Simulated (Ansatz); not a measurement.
Computed with Ansatz on PBE0-D4/def2-TZVP structures; ΔE is electronic, products minus reactants. CCSD(T)/CBS is the MP2 limit (def2-TZVPP, def2-QZVPP) plus CCSD(T) − MP2 in def2-TZVPP, frozen cores. This one scheme is used for every species. Functionals use def2-TZVPP. B3LYP here is the variant with VWN-RPA as its local correlation; programs differ in this. Each species was taken in one conformer, which may not be the lowest.

Reaction (formal hydrolysis of the Al–C bond): `[NH2][Al]([SiH3])[CH2][SiH3]` + H₂O → `[NH2][Al]([OH])[SiH3]` + `C[SiH3]`

CCSD(T)/CBS gives -120.7 kJ/mol.

Another level gave -122.6 kJ/mol. Which?
A. B2PLYP/def2-TZVPP
B. B3LYP-D4/def2-TZVPP
C. CCSD(T)/def2-TZVPP
D. PBE0-D4/def2-TZVPP

C. CCSD(T)/def2-TZVPP -122.6, PBE0-D4 -115.6, B3LYP-D4 -126.7, B2PLYP -133.3 kJ/mol.

Largest T1 diagnostic among the species: 0.013.

In def2-TZVPP, CCSD(T) changes the Hartree–Fock value by +21.2 kJ/mol (the triples alone add +3.4 kJ/mol) and MP2 by +19.9 kJ/mol. The D4 term adds +9.7 kJ/mol with B3LYP and +5.8 kJ/mol with PBE0; it sums over pairs of atoms, weighted by their polarisabilities, and B3LYP, whose exchange is more repulsive, gets the larger term.
